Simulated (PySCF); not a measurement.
**Structure from 2D NMR**

Compound of formula C6H9NO. Correlations simulated from computed shifts and the bond graph:

HSQC (one-bond C–H):
```tsv
δH	δC
7.33	147.3
6.95	127.5
6.31	108.0
2.73	42.5
```

COSY cross peaks (H two or three bonds apart, from the bond graph; peaks can be absent where the dihedral angle is near 90°):
```tsv
δH	δH
7.33	6.31
```

HMBC (two and three bonds, from the bond graph):
```tsv
δH	δC
7.33	146.6, 127.5, 108.0
6.95	147.3, 146.6, 108.0
6.31	147.3, 146.6, 127.5
2.73	146.6, 42.5
```

Carbons without hydrogens: δ 146.6.

PySCF calculation with GIAO PBE0/pcSseg-1 shieldings and geometry from GFN2-xTB; a single conformation, equivalent nuclei averaged, relativity neglected, in vacuum.

Scale: ¹H (σ = 31.72 ppm) and ¹³C (σ = 186.93 ppm) vs TMS (reference shieldings calculated alike).

Exchangeable hydrogens are left out of these lists.

Question: Which molecule is this?

Answer: SMILES CN(C)c1ccoc1.

Mapped SMILES: `[CH3:1][N:2]([CH3:3])[c:4]1[cH:5][cH:6][o:7][cH:8]1`. Each H is labelled by its parent atom.

- δC 147.3 is C6, an aromatic CH next to the ring oxygen (δH 7.33).
- δC 146.6 is C4, an aromatic carbon bearing nitrogen.
- δC 127.5 is C8, an aromatic CH next to the ring oxygen (δH 6.95).
- δC 108.0 is C5, an aromatic CH (δH 6.31).
- δC 42.5 is C1/C3, a methyl carbon bonded to N (δH 2.73).
- HMBC from δH 7.33 reaches the proton-free carbon C4.
- HMBC from δH 6.95 reaches the proton-free carbon C4.
- HMBC from δH 6.31 reaches the proton-free carbon C4.
- HMBC from δH 2.73 reaches the proton-free carbon C4.
- COSY links 7.33–6.31.

The shifts were computed for this structure.

Shifts are as computed. Against solution values, carbons near 30 ppm lie about +3 ppm off and those near 130 ppm about +5 ppm. Of 1211 compounds with measured shifts, 218 miss one by over three times the rms of a fit or turn the order of signals round; such compounds aren't used in these exercises.
